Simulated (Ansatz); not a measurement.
`[SiH3][GeH2][GaH2]` + H₂ → `[SiH3][GeH3]` + `[GaH3]` at 298.15 K and 1 bar (hydrogenolysis of a Ge–Ga bond).

Program: Ansatz. Geometries: PBE0-D4/def2-TZVP. ΔE: electronic, gas phase. CCSD(T)/CBS adds triple-zeta CCSD(T) − MP2 to the extrapolated MP2 energy (def2 sets, frozen cores). This one scheme is used for every species. For Ga, Ge outer-core shells are correlated without core-valence functions, which leaves a few kJ/mol of doubt a bond. Scalar relativity is left out up to krypton.

```json
{"species": "`[SiH3][GeH2][GaH2]`", "CCSD(T)/CBS energy (Eh)": "-4293.32361", "H − E (kJ/mol)": "164.1", "S (J/(mol·K))": "381.3"}
{"species": "H₂", "CCSD(T)/CBS energy (Eh)": "-1.17544", "H − E (kJ/mol)": "35.1", "S (J/(mol·K))": "130.4"}
{"species": "`[SiH3][GeH3]`", "CCSD(T)/CBS energy (Eh)": "-2368.78170", "H − E (kJ/mol)": "140.9", "S (J/(mol·K))": "292.8"}
{"species": "`[GaH3]`", "CCSD(T)/CBS energy (Eh)": "-1925.70545", "H − E (kJ/mol)": "59.6", "S (J/(mol·K))": "218.4"}
```

H − E and S are ideal-gas, rigid-rotor, harmonic terms from PBE0-D4/def2-TZVP. For small species the MP2-based limit differs from directly extrapolated CCSD(T) by up to some mEh (0.8 for H₂); such offsets cancel only in part. 1 Eh = 2625.50 kJ/mol, R = 8.31446 J/(mol·K).

Task: By hand: ΔE, ΔH, ΔS and ΔG.

Result: ΔE = (-2368.78170) + (-1925.70545) − (-4293.32361) − (-1.17544) = 0.01190 Eh = 31.2 kJ/mol. Δ(H − E) = 140.9 + 59.6 − 164.1 − 35.1 = 1.3, so ΔH = 32.5 kJ/mol. ΔS = 292.8 + 218.4 − 381.3 − 130.4 = -0.5 J/(mol·K). ΔG = 32.5 − 298.15 × (-0.5)/1000 = 32.6 kJ/mol.

Task: By hand: the equilibrium constant, and the temperature at which ΔG would vanish if ΔH and ΔS stayed fixed.

Result: log₁₀ K = −ΔG/(RT ln 10) = -5.7. ΔH and −TΔS have one sign here, so there is no such temperature.

The number of gas molecules stays the same, so ΔS is small and ΔH decides. A doubt of 5 kJ/mol in ΔE shifts log₁₀ K by 0.9 here. These are equilibria of isolated gas molecules and say nothing of rates. Largest T1 diagnostic: 0.013 (customary marks: 0.02 for closed shells, 0.045 for open ones).

ΔS is within the doubt of such terms, so its sign, and with it that verdict, could turn.
